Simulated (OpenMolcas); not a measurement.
Mn3+ (d4) among equal point charges was computed by CASSCF with the d shell active (OpenMolcas, ANO-RCC-VTZP on the metal). Its lowest spin-free states, and all those of the highest spin:

| 2S+1 | Degeneracy | E (cm-1) |
| --- | --- | --- |
| 5 | 1 | 0.0 |
| 5 | 2 | 3902 |
| 5 | 2 | 11870 |
| 3 | 2 | 24801 |
| 3 | 2 | 24975 |
| 3 | 2 | 26852 |
| 3 | 2 | 26857 |
| 3 | 2 | 28030 |
| 3 | 1 | 28152 |
| 3 | 2 | 28766 |
| 3 | 2 | 29465 |
| 3 | 1 | 31074 |

Is the site octahedral, tetrahedral or cube-like, axial, or of lower symmetry?

The states with 2S+1 = 5 have orbital degeneracies 1, 2, 2. There are pairs but no triples, so the site is axial: not cubic, but with a proper or improper axis of order three or more. The run had Mn3+ among 2 point charges of -2 e arranged as a linear pair (D∞h), 1.96 Å from the ion.

Without dynamic correlation the repulsion within the d shell is too large (B by tens of per cent), so at a given field states of lower spin stand too high. This is an electrostatic model: the charges have no orbitals. No measured value stands beside these numbers.
